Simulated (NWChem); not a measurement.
Program: NWChem. System: HBF, charge 0, spin multiplicity 2, at a geometry optimised with UPBE0/def2-SVP. The structure started from a generated list of species. Its SCF solution wasn't tested for a lower state. Level: UHF/def2-TZVP.

Part of the output:

```
             Northwest Computational Chemistry Package (NWChem) 7.3.0
             --------------------------------------------------------

                                NWChem Input Module
                                -------------------

 Scaling coordinates for geometry "geometry" by  1.889725989
 (inverse scale =  0.529177249)

 Turning off AUTOSYM since
 SYMMETRY directive was detected!

                             Geometry "geometry" -> ""
                             -------------------------

 Output coordinates in angstroms (scale by  1.889725989 to convert to a.u.)

  No.       Tag          Charge          X              Y              Z
 ---- ---------------- ---------- -------------- -------------- --------------
    1 B                    5.0000     0.62904400    -0.39264700     0.00000000
    2 F                    9.0000    -0.53412400     0.19011500     0.00000000
    3 H                    1.0000     1.66189500     0.25220000     0.00000000

 Effective nuclear repulsion energy (a.u.)      22.6446196544

            Nuclear Dipole moment (a.u.)
            ----------------------------
        X                 Y               Z
 ---------------- ---------------- ----------------
    -0.0000018897    -0.0000000000     0.0000000000

      Symmetry information
      --------------------

 Group name             Cs
 Group number              2
 Group order               2
 No. of unique centers     3

      Symmetry unique atoms

     1    2    3


 Summary of "ao basis" -> "" (spherical)
 ------------------------------------------------------------------------------
       Tag                 Description            Shells   Functions and Types
 ---------------- ------------------------------  ------  ---------------------
 *                         def2-tzvp                  on all atoms

 Summary of "ao basis" -> "ao basis" (spherical)
 ------------------------------------------------------------------------------
       Tag                 Description            Shells   Functions and Types
 ---------------- ------------------------------  ------  ---------------------
 B                         def2-tzvp                11       31   5s3p2d1f
 F                         def2-tzvp                11       31   5s3p2d1f
 H                         def2-tzvp                 4        6   3s1p

                                 NWChem SCF Module
                                 -----------------
[...]
              MO Center=  6.5D-01, -1.3D+00,  1.7D-14, r^2= 3.4D+00
   Bfn.  Coefficient  Atom+Function         Bfn.  Coefficient  Atom+Function
  ----- ------------  ---------------      ----- ------------  ---------------
     5      1.287049  1 B  s                 65     -0.563317  3 H  s
     4     -0.440279  1 B  s                 13     -0.409824  1 B  py
     7     -0.187179  1 B  py                 3      0.184572  1 B  s

 Vector    9  Occ=0.000000D+00  E= 9.202321D-02  Symmetry=a"
              MO Center=  7.6D-01, -3.9D-01, -3.9D-14, r^2= 4.4D+00
   Bfn.  Coefficient  Atom+Function         Bfn.  Coefficient  Atom+Function
  ----- ------------  ---------------      ----- ------------  ---------------
    14      0.893250  1 B  pz                45     -0.226242  2 F  pz
     8      0.223479  1 B  pz

 Vector   10  Occ=0.000000D+00  E= 1.445324D-01  Symmetry=a'
              MO Center=  2.4D-01,  8.3D-01, -8.0D-15, r^2= 5.2D+00
   Bfn.  Coefficient  Atom+Function         Bfn.  Coefficient  Atom+Function
  ----- ------------  ---------------      ----- ------------  ---------------
     4      2.150934  1 B  s                  5     -2.105004  1 B  s
    13     -1.010627  1 B  py                 9     -0.634756  1 B  px
    65      0.586360  3 H  s                 36     -0.565409  2 F  s
    10      0.452074  1 B  py                43     -0.437810  2 F  px
    44      0.337338  2 F  py                12      0.322983  1 B  px

 center of mass
 --------------
 x =  -0.09427213 y =  -0.02782710 z =   0.00000000

 moments of inertia (a.u.)
 ------------------
           8.718301956613          15.172669849099           0.000000000000
          15.172669849099          44.576477905650           0.000000000000
           0.000000000000           0.000000000000          53.294779862263

  Mulliken analysis of the total density
  --------------------------------------

    Atom       Charge   Shell Charges
 -----------   ------   -------------------------------------------------------
    1 B    5     4.73   0.92  1.06  0.51  0.49  0.12  0.77  0.61  0.08  0.07  0.08  0.03
    2 F    9     9.29   0.77  1.20  0.60  0.99  0.35  2.25  2.27  0.85  0.00  0.01  0.00
    3 H    1     0.98   0.25  0.51  0.21  0.01

  Mulliken analysis of the alpha density
  --------------------------------------

    Atom       Charge   Shell Charges
 -----------   ------   -------------------------------------------------------
    1 B    5     2.81   0.46  0.53  0.31  0.32  0.09  0.50  0.44  0.07  0.04  0.04  0.01
    2 F    9     4.65   0.39  0.60  0.30  0.50  0.17  1.14  1.14  0.41  0.00  0.01  0.00
    3 H    1     0.54   0.14  0.29  0.11  0.01

   Mulliken analysis of the beta density
   -------------------------------------

    Atom       Charge   Shell Charges
 -----------   ------   -------------------------------------------------------
    1 B    5     1.92   0.46  0.54  0.21  0.17  0.02  0.26  0.16  0.01  0.03  0.03  0.01
    2 F    9     4.64   0.39  0.60  0.30  0.50  0.18  1.11  1.13  0.44  0.00  0.01  0.00
    3 H    1     0.44   0.11  0.23  0.10  0.01

   Mulliken analysis of the spin density
   -------------------------------------

    Atom       Charge   Shell Charges
 -----------   ------   -------------------------------------------------------
    1 B    5     0.90   0.00 -0.01  0.10  0.14  0.07  0.24  0.28  0.05  0.00  0.01 -0.00
    2 F    9     0.01   0.00 -0.00  0.00  0.00 -0.00  0.03  0.01 -0.03  0.00  0.00  0.00
    3 H    1     0.09   0.02  0.06  0.01  0.00

       Multipole analysis of the density wrt the origin
       ------------------------------------------------

     L   x y z        total         alpha         beta         nuclear
     -   - - -        -----         -----         ----         -------
     0   0 0 0     -0.000000     -8.000000     -7.000000     15.000000

     1   1 0 0      0.293127     -0.493976      0.787104     -0.000002
     1   0 1 0      0.032382      0.859534     -0.827152     -0.000000
     1   0 0 1     -0.000000     -0.000000     -0.000000      0.000000

     2   2 0 0     -9.072959    -19.115626    -16.054573     26.097241
     2   1 1 0      0.386490      4.181377      2.382112     -6.176999
     2   1 0 1     -0.000000      0.000000     -0.000000      0.000000
     2   0 2 0     -9.502219     -9.308957     -4.334827      4.141565
     2   0 1 1      0.000000      0.000000      0.000000      0.000000
     2   0 0 2     -7.601930     -4.408397     -3.193533      0.000000

 Task  times  cpu:        1.0s     wall:        1.0s

 Total times  cpu:        1.1s     wall:        1.1s
```

**Question.** Write an NWChem input that would produce this output.

**Answer.** One answer among several that fit: 
```
start mol
memory heap 200 mb stack 900 mb global 1100 mb
geometry units angstroms nocenter noautoz
  B      0.629044    -0.392647     0.000000
  F     -0.534124     0.190115     0.000000
  H      1.661895     0.252200     0.000000
  symmetry group Cs
end
basis spherical
  * library def2-tzvp
end
scf
  uhf
  nopen 1
  maxiter 100
  thresh 1e-7
  semidirect memsize 60000000 filesize 0
  # guess.movecs holds the orbitals of an unrestricted PBE0 run
  vectors input guess.movecs output mol.movecs
end
task scf energy
```
